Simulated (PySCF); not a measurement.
From one molecule to another.

First species: C3H12N2Si.
Structure used (PBE0-D3(BJ)/def2-SVP), in Å, numbered top down from 1:
```xyz
18
C3H12N2Si angstrom
C     -1.315    1.120    1.060
C     -1.000    0.527   -0.310
C     -1.775   -0.768   -0.549
N      0.436    0.365   -0.503
Si     1.500   -0.761    0.267
N      3.080   -0.071    0.185
H     -1.014    0.432    1.866
H     -0.771    2.065    1.203
H     -2.393    1.314    1.170
H     -1.338    1.259   -1.064
H     -1.490   -1.531    0.195
H     -1.556   -1.175   -1.548
H     -2.862   -0.613   -0.468
H      0.770    0.721   -1.392
H      0.917   -1.011    1.627
H      1.664   -2.108   -0.378
H      3.896   -0.671    0.201
H      3.269    0.825    0.620
```

Second species: H9NSi3.
InChI=1S/H9NSi3/c2-1-4-3/h1H,4H2,2-3H3

Levels: CAM-B3LYP/def2-SVPD for dipole moment, HOMO energy, LUMO energy, HOMO–LUMO gap, static isotropic polarisability and electronic spatial extent ⟨r²⟩ about the centre of nuclear charge; TDDFT CAM-B3LYP/def2-SVPD for lowest singlet excitation; PBE0-D3(BJ)/def2-SVP for rotational constant A and rotational constant C. Geometries: PBE0-D3(BJ)/def2-SVP. Each species is one conformer at its optimised geometry, gas phase, non-relativistic unless stated; the electronic structure was computed with PySCF and density fitting.

Dipoles, sizes and rotational constants follow the conformer. The torsions of the flexible species, by atom-mapped SMILES:
- `[CH3:1][CH:2]([CH3:3])[NH:4][SiH2:5][NH2:6]`: C1–C2–N4–Si5 70°, C2–N4–Si5–N6 -156°, H–N6–Si5–N4 -154°, H–N6–Si5–N4 60°
- `[SiH3:1][NH:2][SiH2:3][SiH3:4]`: Si1–N2–Si3–Si4 11°

Values for the first species:

| Item | Value |
| --- | --- |
| Dipole moment | 0.77 D |
| HOMO energy | -8.03 eV |
| LUMO energy | 1.24 eV |
| HOMO–LUMO gap | 9.27 eV |
| Lowest singlet excitation | 6.23 eV |
| Static isotropic polarisability | 80.8 au |
| Electronic spatial extent ⟨r²⟩ about the centre of nuclear charge | 987 bohr² |
| Rotational constant A | 5.394 GHz |
| Rotational constant C | 1.340 GHz |

Question: Estimate the same properties for the second species, and the change in each.

Answer: 
```json
{"property": "dipole moment", "first": "0.77 D", "second": "1.00 D", "second less first": "+0.23 D"}
{"property": "HOMO energy", "first": "-8.03 eV", "second": "-8.85 eV", "second less first": "-0.82 eV"}
{"property": "LUMO energy", "first": "1.24 eV", "second": "0.53 eV", "second less first": "-0.71 eV"}
{"property": "HOMO–LUMO gap", "first": "9.27 eV", "second": "9.38 eV", "second less first": "+0.11 eV"}
{"property": "lowest singlet excitation", "first": "6.23 eV", "second": "6.01 eV", "second less first": "-0.22 eV"}
{"property": "static isotropic polarisability", "first": "80.8 au", "second": "93.0 au", "second less first": "+12.2 au"}
{"property": "electronic spatial extent ⟨r²⟩ about the centre of nuclear charge", "first": "987 bohr²", "second": "916 bohr²", "second less first": "-71 bohr²"}
{"property": "rotational constant A", "first": "5.394 GHz", "second": "4.668 GHz", "second less first": "-0.726 GHz"}
{"property": "rotational constant C", "first": "1.340 GHz", "second": "1.360 GHz", "second less first": "+0.020 GHz"}
```

On the first: S1 lies 3.04 eV below the HOMO–LUMO gap; its leading configuration is HOMO→LUMO+1, weight 0.42, beside HOMO→LUMO, weight 0.35. The polarisability is 11.97 Å³ as a volume (1 au = 0.148185 Å³), or 1.39 au for each of the 58 electrons.

On the second: No computed singlet falls in the visible range (750 to 380 nm, 1.65 to 3.26 eV); S1 lies 2.75 eV above its blue end. The principal polarisabilities are 80.8, 94.5 and 103.7 au; their mean is the isotropic value.
